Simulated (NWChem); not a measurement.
System: dimethyl selenide (C2H6Se); SMILES C[Se]C

Input file for NWChem:

```
start job
memory heap 200 mb stack 900 mb global 1100 mb
geometry units angstroms noautosym nocenter noautoz
  C      1.478202     0.000000     0.823545
  Se     0.000000     0.000000    -0.483066
  C     -1.478202     0.000000     0.823545
  H      1.436617    -0.896878     1.445479
  H      2.407434     0.000000     0.249409
  H      1.436617     0.896878     1.445479
  H     -1.436617    -0.896878     1.445479
  H     -2.407434     0.000000     0.249409
  H     -1.436617     0.896878     1.445479
end
basis spherical
  C library def2-svpd
  Se library def2-svpd
  H library def2-svpd
end
dft
  xc xcamb88 1.00 lyp 0.81 vwn_5 0.19 hfexch 1.00
  cam 0.33 cam_alpha 0.19 cam_beta 0.46
  iterations 150
end
property
  response 1 0.0
end
task dft property
```

Structure relaxed at the B3LYP/6-31G* (spherical d) level.

Static field.

Q: Predict the main results of this run. (CAM-B3LYP/def2-SVPD.) Quantities: basis functions; isotropic polarisability (bohr³); anisotropy (bohr³).

A: 
| Item | Result |
|---|---|
| number of basis functions | 129 |
| isotropic polarisability (bohr³) | 56.0 |
| anisotropy (bohr³) | 14.5 |
